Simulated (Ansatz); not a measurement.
One change: `[CH3][Ga]([F])[F]` becomes `C[NH][Ga]([F])[F]`.

Ansatz, PBE0-D4/def2-TZVP geometries, multiplicity 1. Each molecule was computed in one conformer, which needn't be the lowest.

Scalar relativity is left out up to krypton.

```
                                          property  `[CH3][Ga]([F])[F]`
              HOMO–LUMO gap (PBE0/def2-TZVPP) / eV                 8.85
             HOMO energy (ωB97M-V/def2-TZVPP) / eV               -11.89
             LUMO energy (ωB97M-V/def2-TZVPP) / eV                 0.96
size of the dipole moment (ωB97M-V/def2-TZVPP) / D                 3.48
                LUMO energy (PBE0/def2-TZVPP) / eV                -0.76
  size of the dipole moment (B3LYP/def2-TZVPP) / D                 3.55
```

Problem. Give the same properties after the change, and the shifts. (An estimate is asked.)

Solution. Ansatz gave: 
| property | `C[NH][Ga]([F])[F]` | shift |
| --- | --- | --- |
| HOMO–LUMO gap (PBE0/def2-TZVPP) / eV | 6.42 | -2.43 |
| HOMO energy (ωB97M-V/def2-TZVPP) / eV | -9.81 | 2.08 |
| LUMO energy (ωB97M-V/def2-TZVPP) / eV | 0.81 | -0.15 |
| size of the dipole moment (ωB97M-V/def2-TZVPP) / D | 3.32 | -0.16 |
| LUMO energy (PBE0/def2-TZVPP) / eV | -1.05 | -0.29 |
| size of the dipole moment (B3LYP/def2-TZVPP) / D | 3.42 | -0.13 |

With PBE0 the HOMO rises by 2.14 eV and the LUMO falls by 0.29 eV, so the gap narrows by about 2.43 eV. PBE moves the HOMO by 2.02 eV and ωB97M-V by 2.08 eV. Dipoles are sizes alone; their direction can turn.

B3LYP here is the variant with VWN-RPA as its local correlation; programs differ in this.
